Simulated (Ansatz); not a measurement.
Gas-phase electronic energies from Ansatz, PBE0-D4/def2-TZVP geometries. CCSD(T)/CBS is the MP2 limit (def2-TZVPP, def2-QZVPP) plus CCSD(T) − MP2 in def2-TZVPP, frozen cores. DFT in def2-TZVPP. B3LYP here is the variant with VWN-RPA as its local correlation; programs differ in this. Each species was taken in one conformer, which may not be the lowest.

Reaction (cleavage of the Si–Si bond): `C[Si](O)(O)[SiH3]` + `OBOCF` → `FCOBO[SiH3]` + `C[SiH](O)O`

`C[Si](O)(O)[SiH3]`:

```xyz
13

C    -0.261    1.723    0.485
Si   -0.379    0.033   -0.276
O    -0.294    0.307   -1.903
O    -1.779   -0.739    0.139
Si    1.297   -1.456    0.420
H    -1.068    2.365    0.119
H     0.687    2.199    0.223
H    -0.330    1.668    1.573
H    -0.311   -0.461   -2.476
H    -2.604   -0.271   -0.005
H     1.175   -1.783    1.867
H     2.644   -0.860    0.192
H     1.223   -2.725   -0.357
```

`OBOCF`:

Z-matrix (Å, degrees):
```
C
F 1 1.369
O 1 1.380 2 109.5
H 1 1.092 2 107.8 3 117.9
H 1 1.095 2 107.6 3 -121.4
B 3 1.370 1 120.6 2 -92.0
O 6 1.348 3 119.3 1 175.3
H 6 1.196 3 121.3 1 -5.8
H 7 0.963 6 112.8 3 -1.9
```

`FCOBO[SiH3]`:

Z-matrix (Å, degrees):
```
C
O 1 1.381
F 1 1.368 2 109.4
H 1 1.092 2 108.5 3 -117.4
H 1 1.095 2 111.5 3 118.9
B 2 1.370 1 120.8 3 -93.0
O 6 1.346 2 118.7 1 175.8
H 6 1.198 2 120.5 1 -5.2
Si 7 1.660 6 130.9 2 -2.1
H 9 1.483 7 110.3 6 -59.2
H 9 1.481 7 106.3 6 -178.6
H 9 1.484 7 110.1 6 62.4
```

`C[SiH](O)O`:

Cartesian coordinates in Å:
```
C 0.540 0.782 -0.968
Si -0.040 -0.063 0.575
O -1.685 -0.032 0.493
O 0.545 -1.595 0.721
H 0.161 0.274 -1.859
H 0.183 1.814 -0.997
H 1.631 0.794 -1.018
H 0.438 0.599 1.814
H -2.167 -0.374 1.247
H 0.395 -2.199 -0.008
```

Task: Is it downhill or uphill in electronic energy at CCSD(T)/CBS, and by how much? (Estimate.)

Result: Computed: Downhill: ΔE = -96.7 kJ/mol.

Task: What do these levels give: BLYP-D4, PBE0-D4, B3LYP-D4, ωB97M-V, PBE, r2SCAN0, BHLYP, HF/def2-SVP, HF/def2-TZVPP, SCS-MP2/def2-TZVPP, HF/def2-QZVPP, MP2/def2-QZVPP? (Estimate.)

Result: Computed: BLYP-D4 -86.2, PBE0-D4 -76.1, B3LYP-D4 -92.7, ωB97M-V -97.1, PBE -68.7, r2SCAN0 -92.8, BHLYP -108.4, HF/def2-SVP -109.7, HF/def2-TZVPP -124.2, SCS-MP2/def2-TZVPP -108.3, HF/def2-QZVPP -126.6, MP2/def2-QZVPP -104.6 kJ/mol.

Largest T1 diagnostic among the species: 0.013.

From r2SCAN to r2SCAN0 (25 % exact exchange), in def2-TZVPP and without D4, ΔE moves by −4.2 kJ/mol. At CCSD(T), def2-SVP lies +9.8 kJ/mol from the extrapolated value and def2-TZVPP +0.6 kJ/mol. The D4 term adds +3.5 kJ/mol with B3LYP and +2.0 kJ/mol with PBE0; it sums over pairs of atoms, weighted by their polarisabilities, and B3LYP, whose exchange is more repulsive, gets the larger term.
